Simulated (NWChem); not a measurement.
Everything below was run with NWChem. System: ClI, charge 0, spin multiplicity 1, displaced from the optimised geometry.

Job file:

```
start mol
memory heap 100 mb stack 700 mb global 1900 mb
geometry units angstroms nocenter noautoz noautosym
  Cl     0.000000     0.000000     1.616535
  I      0.000000     0.000000    -0.579770
end
basis spherical
  * library def2-svp
end
ecp
  I library def2-ecp
end
scf
  rhf
  nopen 0
  maxiter 100
  thresh 1e-7
  semidirect memsize 60000000 filesize 0
end
tce
  freeze core 9
  cr-ccsd(t)
  2eorb
  2emet 13
  thresh 1e-6
  maxiter 100
  tilesize 24
end
task tce energy
```

The output up to the point where the run's verdict is printed (cleaned and shortened):

```
             Northwest Computational Chemistry Package (NWChem) 7.3.0
             --------------------------------------------------------

                                NWChem Input Module
                                -------------------

 Scaling coordinates for geometry "geometry" by  1.889725989
 (inverse scale =  0.529177249)

                             Geometry "geometry" -> ""
                             -------------------------

 Output coordinates in angstroms (scale by  1.889725989 to convert to a.u.)

  No.       Tag          Charge          X              Y              Z
 ---- ---------------- ---------- -------------- -------------- --------------
    1 Cl                  17.0000     0.00000000     0.00000000     1.61653500
    2 I                   53.0000     0.00000000     0.00000000    -0.57977000

 Effective nuclear repulsion energy (a.u.)     217.0867440309

            Nuclear Dipole moment (a.u.)
            ----------------------------
        X                 Y               Z
 ---------------- ---------------- ----------------
     0.0000000000     0.0000000000    -6.1354017130


 Summary of "ao basis" -> "" (spherical)
 ------------------------------------------------------------------------------
       Tag                 Description            Shells   Functions and Types
 ---------------- ------------------------------  ------  ---------------------
 *                          def2-svp                  on all atoms

 Summary of "ao basis" -> "ao basis" (spherical)
 ------------------------------------------------------------------------------
       Tag                 Description            Shells   Functions and Types
 ---------------- ------------------------------  ------  ---------------------
 Cl                         def2-svp                 8       18   4s3p1d
 I                          def2-svp                10       26   4s4p2d

                                 NWChem SCF Module
                                 -----------------

  ao basis        = "ao basis"
  functions       =    44
  atoms           =     2
[...]
     2   2 0 0    -29.687651      0.000000      0.000000
     2   1 1 0      0.000000      0.000000      0.000000
     2   1 0 1     -0.000000      0.000000      0.000000
     2   0 2 0    -29.687651      0.000000      0.000000
     2   0 1 1     -0.000000      0.000000      0.000000
     2   0 0 2    -27.142874      0.000000    188.650340

                   NWChem Extensible Many-Electron Theory Module
                   ---------------------------------------------


            General Information
            -------------------
      Number of processors :     1
         Wavefunction type : Restricted Hartree-Fock
          No. of electrons :    42
           Alpha electrons :    21
            Beta electrons :    21
           No. of orbitals :    88
            Alpha orbitals :    44
             Beta orbitals :    44
        Alpha frozen cores :     9
         Beta frozen cores :     9
     Alpha frozen virtuals :     0
      Beta frozen virtuals :     0
         Spin multiplicity : singlet
    Number of AO functions :    44
       Number of AO shells :    18
        Use of symmetry is : off
      Symmetry adaption is : off
         Schwarz screening : 0.10D-09

          Correlation Information
          -----------------------
          Calculation type : Coupled-cluster singles & doubles w/ perturbation
   Perturbative correction : Completely renormalized (T)
            Max iterations :      100
        Residual threshold : 0.10D-05
     T(0) DIIS level shift : 0.00D+00
     L(0) DIIS level shift : 0.00D+00
     T(1) DIIS level shift : 0.00D+00
     L(1) DIIS level shift : 0.00D+00
     T(R) DIIS level shift : 0.00D+00
     T(I) DIIS level shift : 0.00D+00
   CC-T/L Amplitude update :  5-th order DIIS
                I/O scheme : Global Array Library
        L-threshold :  0.10D-05
        EOM-threshold :  0.10D-05
 no EOMCCSD initial starts read in
 TCE RESTART OPTIONS
 SLICE:      F
 D4D5:       F
 quantumc:   F
 qrotation:  F
 pwtce:      F
 qducc:      F
 nacto:                         0
 nrotv:                         0
 nrot:                          0

            Memory Information
            ------------------
          Available GA space size is     249034864 doubles
          Available MA space size is     104848420 doubles

 Maximum block size supplied by input
 Maximum block size        24 doubles

 tile_dim =     23

 -------------------------------------------------

 Global array virtual files algorithm will be used

 Parallel file system coherency ......... OK

 4-electron integrals stored in orbital form

 v2    file size   =           638677
 4-index algorithm nr.  13 is used
 imaxsize =       30
 imaxsize ichop =        0


CCSD iterations
 ---------------------------------------------------------
 Iter          Residuum       Correlation     Cpu    Wall
 ---------------------------------------------------------
    1   0.0988449505027  -0.2481945323898     0.2     0.2
    2   0.0264474723376  -0.2638103279425     0.2     0.2
    3   0.0091115335037  -0.2672924355837     0.2     0.2
    4   0.0035282237239  -0.2682050085294     0.2     0.2
    5   0.0015052502982  -0.2685302279356     0.2     0.2
    6   0.0003576515596  -0.2687198573057     0.2     0.2
    7   0.0001819572399  -0.2687195105190     0.2     0.2
    8   0.0001020054819  -0.2687214180127     0.2     0.2
    9   0.0000605774443  -0.2687220604469     0.2     0.2
   10   0.0000357439730  -0.2687226543802     0.2     0.2
   11   0.0000027855171  -0.2687234524264     0.2     0.2
   12   0.0000011335237  -0.2687234942122     0.2     0.2
   13   0.0000005789678  -0.2687235278362     0.2     0.2
 -----------------------------------------------------------------
 Iterations converged
 CCSD correlation energy / hartree =        -0.268723527836230
 CCSD total energy / hartree       =      -756.251285280170237

 Singles contributions

 Doubles contributions
 CR-CCSD(T)
```

The program stopped with an error. NWChem stopped with the message: ccsd_t 3.
